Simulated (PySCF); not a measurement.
This PySCF input asks for the NMR shieldings of `C=C[Si@@](O)(C=O)[SiH2]N[SiH3]`, C3H11NO2Si3; the geometry comes from GFN2-xTB.

```python
import basis_set_exchange as bse
import numpy as np
from pyscf import gto, dft
from pyscf.prop import nmr

atoms = """
C    -3.188963    1.666720   -0.683759
C    -2.081033    1.008625   -0.989314
Si   -1.214912   -0.209193    0.160400
O    -2.309457   -0.463220    1.352877
C    -1.083512   -1.832362   -0.876076
O    -0.148623   -2.087701   -1.600645
Si    0.883855    0.357305    0.924956
N     1.994867   -0.265215   -0.238162
Si    3.719799   -0.109715   -0.279847
H    -3.653718    2.370013   -1.358121
H    -3.677664    1.518051    0.264081
H    -1.616310    1.188142   -1.951662
H    -2.150007   -1.030477    2.101609
H    -1.899597   -2.586022   -0.781691
H     1.116401    1.803215    1.054975
H     1.171347   -0.204741    2.265601
H     1.611816   -0.928530   -0.896222
H     4.340945   -0.859934    0.817882
H     4.030993    1.311516   -0.126063
H     4.148623   -0.635799   -1.573552
"""
names = dict.fromkeys(["C", "Si", "O", "N", "H"], "pcSseg-1")
basis = {el: gto.basis.parse(bse.get_basis(n, elements=[el], fmt="nwchem")) for el, n in names.items()}
mol = gto.M(atom=atoms, basis=basis, charge=0, verbose=0)
mf = dft.RKS(mol, xc="PBE0")
mf.grids.level = 2
mf.grids.alignment = dft.numint.BLKSIZE   # the property module wants whole blocks of grid points
mf.conv_tol = 1e-9
mf.kernel()

calc = nmr.RKS(mf)   # GIAO
C = mf.mo_coeff
Co = C[:, mf.mo_occ > 0]
resp = mf.gen_response(singlet=True, hermi=2)
def vind(x):   # induced exchange potential for any number of trial vectors
    d = np.einsum("pi,xij,qj->xpq", C, 2 * x.reshape(-1, C.shape[1], Co.shape[1]), Co, optimize=True)
    return np.einsum("xpq,pi,qj->xij", resp(d - d.transpose(0, 2, 1)), C, Co, optimize=True).ravel()
mo1, _ = nmr.rhf.solve_mo1(calc, with_cphf=vind)
sigma = calc.kernel(mo1)
for i, s in enumerate(sigma):   # ppm
    w = np.linalg.eigvalsh((s + s.T) / 2)
    print("%2d %-2s iso %8.1f  s11 %8.1f  s22 %8.1f  s33 %8.1f" % (i, mol.atom_pure_symbol(i), w.mean(), *w))
```

**Question.** What are the results?

**Answer.** 
```
 0 C  iso     41.6  s11    -88.5  s22     37.5  s33    175.7
 1 C  iso     49.8  s11    -61.3  s22     46.1  s33    164.8
 2 Si iso    386.0  s11    329.0  s22    388.6  s33    440.4
 3 O  iso    316.6  s11    281.8  s22    328.0  s33    340.1
 4 C  iso    -74.7  s11   -212.3  s22    -89.3  s33     77.4
 5 O  iso   -584.7  s11  -1630.9  s22   -516.9  s33    393.7
 6 Si iso    407.6  s11    355.7  s22    383.8  s33    483.1
 7 N  iso    284.4  s11    268.4  s22    273.6  s33    311.1
 8 Si iso    402.5  s11    355.5  s22    381.8  s33    470.2
 9 H  iso     25.0  s11     21.7  s22     24.7  s33     28.6
10 H  iso     25.1  s11     21.3  s22     23.9  s33     30.0
11 H  iso     25.8  s11     24.0  s22     24.9  s33     28.3
12 H  iso     29.9  s11     21.9  s22     24.2  s33     43.6
13 H  iso     19.2  s11     12.9  s22     20.6  s33     24.0
14 H  iso     26.8  s11     23.7  s22     25.6  s33     31.2
15 H  iso     26.7  s11     23.1  s22     25.5  s33     31.6
16 H  iso     30.7  s11     18.3  s22     28.9  s33     44.8
17 H  iso     27.0  s11     23.2  s22     25.3  s33     32.6
18 H  iso     27.1  s11     23.6  s22     25.7  s33     32.1
19 H  iso     27.0  s11     23.4  s22     25.3  s33     32.2
```

These numbers come from an equivalent density-fitted implementation of the same equations, which agrees with the script to about 0.01 ppm for H and up to a few tenths of a ppm for heavy atoms, so last digits may differ.

**Question.** Turn these shieldings into chemical shifts. δ = σ(ref) − σ, references computed at the same level: ¹³C (σref 186.93), ²⁹Si (σref 349.16), ¹H (σref 31.72) against TMS; ¹⁷O (σref 336.08) against H2O; ¹⁵N (σref 267.73) vs NH3.

**Answer.** Averaging equivalent atoms: C 4: 261.7; C 0: 145.4; C 1: 137.1; Si 2: -36.8; Si 8: -53.3; Si 6: -58.4; O 5: 920.8; O 3: 19.4; N 7: -16.6; H 13: 12.53; H 9: 6.75; H 10: 6.63; H 11: 5.96; H 15: 4.99; H 14: 4.90; H 17/18/19: 4.67; H 12: 1.80; H 16: 1.03 ppm. Unscaled 17O shifts of doubly bonded oxygen tend to come out too high, by tens of ppm or more. Experimental scales use liquid or dissolved standards, which lie at an offset from isolated NH3 (liquid NH3: subtract about 20 ppm) and H2O (liquid H2O: subtract about 36 ppm).

Size and cost of the density-fitted run: 229 basis functions, 120 s wall time on 1 thread of an Arm Neoverse N1, shared host; peak memory 1.1 GiB.
